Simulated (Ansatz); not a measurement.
Born–Oppenheimer molecular dynamics of Cl₂GeH₆Si (10 atoms, charge 0, multiplicity 1). It starts at the highest image of a converged band. Of that band: Neighbouring images differ by up to 2.7 eV, so the band resolves the path poorly. A vibrational analysis at the climbing image gives one clearly imaginary mode, 1505i cm⁻¹: a first-order saddle point.

The calculation used Ansatz, RKS r2SCAN/def2-SVP.

```
ensemble                      : NVE (velocity Verlet)
time step                     : 0.5 fs
steps asked                   : 200
starting velocities drawn for : 100 K
seed                          : 10361
```

First frame:

```xyz
10
Properties=species:S:1:pos:R:3
Ge -0.223 -0.053 -0.010
H 0.323 0.341 1.636
H 1.233 -0.061 -0.508
Cl -0.849 1.822 -1.044
Cl -0.579 -2.248 -0.185
Si -2.656 -0.003 0.988
H -3.368 -0.287 -0.290
H -2.923 -1.080 1.988
H -3.065 1.330 1.528
H -0.786 0.238 1.523
```

Problem. What does the run give?

Solution. The run went to its last step.

| Item | Value |
| --- | --- |
| steps done | 200 |
| time covered | 100 fs |
| mean temperature over the second half | 2332 K |
| spread of the potential energy over the second half | 30.8 meV per atom |
| mean potential energy of the second half above the start | -230.9 meV per atom |

The conserved energy stayed within 0.41 meV per atom of its start (net change -0.017 meV per atom), so the integration is sound. The kinetic energy rose, since the run started high on the potential surface and went downhill. It ends in pieces (Cl2GeH2 + H4Si), so much of that is their flight and rotation, not heat. A run of 0.1 ps of so small a system gives no equilibrium averages. The orbitals stay closed-shell, which can raise the energy where a bond breaks towards radicals; this wasn't checked here.

Problem. What happens to the structure?

Solution. Between its relaxed ends the band would form Ge1–Si6, H2–H10 and break Ge1–H2, Si6–H10. These pairs go: Ge1–Si6 2.63 → 5.24 Å, H2–H10 1.12 → 5.28 Å, Ge1–H2 1.78 → 1.51 Å, Si6–H10 1.96 → 1.66 Å. In the last frame they stand as before the step (other bonds may differ from the relaxed reactants and products). Also parted: Ge1–H10 1.66 → 4.30 Å. It ends as Cl2GeH2 + H4Si. Pairs count as bonded within 1.25 times the sum of covalent radii (0.12 Å more for H–H). The details hang on the random start.

Problem. How do temperature and energy run in time?

Solution. 
| time (fs) | T (K) | potential energy less start (eV) | conserved less start (meV/atom) |
| --- | --- | --- | --- |
| 0 | 100 | 0.000 | 0.00 |
| 3 | 78 | 0.023 | 0.02 |
| 6 | 88 | 0.012 | 0.03 |
| 9 | 215 | -0.118 | 0.07 |
| 12 | 630 | -0.549 | -0.06 |
| 15 | 690 | -0.611 | -0.12 |
| 18 | 1010 | -0.944 | -0.32 |
| 21 | 1253 | -1.193 | -0.07 |
| 24 | 1291 | -1.232 | -0.02 |
| 27 | 1535 | -1.484 | -0.08 |
| 30 | 1601 | -1.553 | -0.11 |
| 33 | 1511 | -1.460 | 0.00 |
| 36 | 1762 | -1.720 | -0.14 |
| 39 | 1805 | -1.763 | 0.01 |
| 42 | 2012 | -1.977 | 0.00 |
| 45 | 2314 | -2.291 | -0.17 |
| 48 | 2346 | -2.323 | 0.00 |
| 51 | 2614 | -2.601 | -0.16 |
| 54 | 2493 | -2.475 | -0.03 |
| 57 | 2384 | -2.361 | 0.00 |
| 60 | 2388 | -2.368 | -0.15 |
| 63 | 2151 | -2.122 | -0.07 |
| 66 | 2036 | -2.003 | -0.03 |
| 69 | 1997 | -1.962 | -0.04 |
| 72 | 2051 | -2.017 | 0.03 |
| 75 | 2349 | -2.327 | -0.13 |
| 78 | 2536 | -2.519 | -0.01 |
| 81 | 2813 | -2.807 | -0.10 |
| 84 | 2748 | -2.739 | -0.06 |
| 87 | 2600 | -2.586 | -0.02 |
| 90 | 2500 | -2.483 | -0.15 |
| 93 | 2277 | -2.251 | -0.04 |
| 96 | 2029 | -1.996 | -0.10 |
| 99 | 1648 | -1.601 | 0.00 |

Run time: 10 min on 4 threads of Arm Neoverse V1, with other jobs on the host, peak memory 0.23 GiB.
